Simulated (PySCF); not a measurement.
## UHF on Zr (zirconium, neutral)

Configuration: [Kr] 4d2 5s1 5p1, one real determinant (an excited configuration). Calculation: PySCF 2.14, in def2-QZVPPD with the def2 core potential (28 electrons); a scalar-relativistic core potential.

```json
{"Total energy": "-46.414954 hartree", "One-electron energy": "-77.2644 hartree", "Hartree (Coulomb) energy": "36.2379 hartree", "Exchange energy": "-5.3884 hartree", "⟨S²⟩": "6.0051", "⟨L²⟩": "14.060", "Sum of ⟨r⟩": "23.78 bohr", "Sum of ⟨r²⟩": "70.47 bohr²", "Traceless quadrupole moment −½Σ⟨3z² − r²⟩ along its main axis": "-12.4 e·bohr²"}
```

```
shell  electrons  mean orbital energy (hartree)  spread (hartree)  rms radius, mean of both spins (bohr)
 4s α          1                       -2.60731                 0                                   1.30
 4s β          1                       -2.51950                 0                                   1.30
 4p α          3                       -1.59877           0.00676                                   1.47
 4p β          3                       -1.48410           0.00906                                   1.47
 4d α          2                       -0.36188           0.00598                                   2.39
 5s α          1                       -0.29842                 0                                   4.04
 5p α          1                       -0.16790                 0                                   5.13
```

⟨L²⟩ = 14.06 against 20 for a pure G term, so this real determinant mixes terms. Energies and moments cover only the electrons outside the core potential.
